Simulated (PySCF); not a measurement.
# BeS: script and output

Input:

```python
from pyscf import gto, scf, mp

mol = gto.M(
    atom='Be 0 0 0; S 0 0 1.809',
    basis='cc-pcvdz',
    charge=0,
    spin=0,
    verbose=4,
)
mf = scf.UHF(mol)
mf = mf.density_fit(auxbasis='def2-universal-jkfit')
mf.kernel()
mp.MP2(mf).kernel()
mf.dip_moment()
print('orbital energies (hartree):', [e[max(0, n-3):n+3].round(4) for e, n in zip(mf.mo_energy, mol.nelec)])
```

```bash
$ OMP_NUM_THREADS=1 python input.py
```

It prints (some set-up lines and the per-cycle HOMO/LUMO lines with their warnings removed):

```
PySCF version 2.14.0

[INPUT] Symbol           X                Y                Z      unit          X                Y                Z       unit  Magmom
[INPUT]  1 Be     0.000000000000   0.000000000000   0.000000000000 AA    0.000000000000   0.000000000000   0.000000000000 Bohr   0.0
[INPUT]  2 S      0.000000000000   0.000000000000   1.809000000000 AA    0.000000000000   0.000000000000   3.418514559338 Bohr   0.0

nuclear repulsion = 18.7215818125373
number of shells = 15
number of NR pGTOs = 80
number of NR cGTOs = 45
basis = cc-pcvdz
ecp = {}

******** <class 'pyscf.df.df_jk.DFUHF'> ********
method = DFUHF
initial guess = minao
damping factor = 0
level_shift factor = 0
DIIS = <class 'pyscf.scf.diis.CDIIS'>
SCF conv_tol = 1e-09
SCF max_cycles = 50
number electrons alpha = 10  beta = 10
******** <class 'pyscf.df.df.DF'> ********
auxbasis = def2-universal-jkfit
init E= -412.155777357669
cycle= 1 E= -412.055295782759  delta_E=  0.1  |g|= 0.255  |ddm|= 0.915
cycle= 2 E= -412.092439735053  delta_E= -0.0371  |g|= 0.208  |ddm|= 0.501
cycle= 3 E= -412.121520683832  delta_E= -0.0291  |g|= 0.0247  |ddm|= 0.198
cycle= 4 E= -412.123288117212  delta_E= -0.00177  |g|= 0.0146  |ddm|= 0.0513
cycle= 5 E= -412.124333754128  delta_E= -0.00105  |g|= 0.0065  |ddm|= 0.0529
cycle= 6 E= -412.124568854532  delta_E= -0.000235  |g|= 0.0015  |ddm|= 0.034
cycle= 7 E= -412.12457541658  delta_E= -6.56e-06  |g|= 0.000271  |ddm|= 0.00564
cycle= 8 E= -412.124575504659  delta_E= -8.81e-08  |g|= 7.01e-05  |ddm|= 0.000627
cycle= 9 E= -412.124575523743  delta_E= -1.91e-08  |g|= 5.67e-05  |ddm|= 0.000189
cycle= 10 E= -412.124575548103  delta_E= -2.44e-08  |g|= 5.02e-05  |ddm|= 0.000228
cycle= 11 E= -412.124575600252  delta_E= -5.21e-08  |g|= 3.6e-05  |ddm|= 0.000622
cycle= 12 E= -412.12457563623  delta_E= -3.6e-08  |g|= 2.26e-05  |ddm|= 0.000738
cycle= 13 E= -412.124575643251  delta_E= -7.02e-09  |g|= 1.68e-05  |ddm|= 0.000255
cycle= 14 E= -412.124575648334  delta_E= -5.08e-09  |g|= 5.89e-06  |ddm|= 0.000316
cycle= 15 E= -412.12457564873  delta_E= -3.96e-10  |g|= 1.43e-06  |ddm|= 9.22e-05
Extra cycle  E= -412.124575648734  delta_E= -4.32e-12  |g|= 8.48e-07  |ddm|= 2.7e-06
converged SCF energy = -412.124575648734  <S^2> = 4.2391335e-10  2S+1 = 1

******** <class 'pyscf.mp.dfump2.DFUMP2'> ********
nocc = (np.int64(10), np.int64(10)), nmo = (45, 45)
E(DFUMP2) = -412.538906838882  E_corr = -0.414331190147406
E(SCS-DFUMP2) = -412.521211965895  E_corr = -0.396636317160279
E_corr(same-spin) = -0.116032051173009
E_corr(oppo-spin) = -0.298299138974397
Dipole moment(X, Y, Z, Debye):  0.00000, -0.00000, -6.34618
orbital energies (hartree): [array([-0.4095, -0.3273, -0.3273, -0.0567,  0.0797,  0.0797]), array([-0.4095, -0.3273, -0.3273, -0.0567,  0.0797,  0.0797])]
```

In short: E(SCF) = -412.124576 Eh, 15 cycles, E(MP2) − E(SCF) = -0.41433 Eh, μz(SCF) = -6.35 D.

It ran on Arm Neoverse N1 (1 thread, shared host) in 1.4 s, peak memory 0.11 GiB.

The bond length is a typed value, not an optimised one. No search for the lowest solution was made.
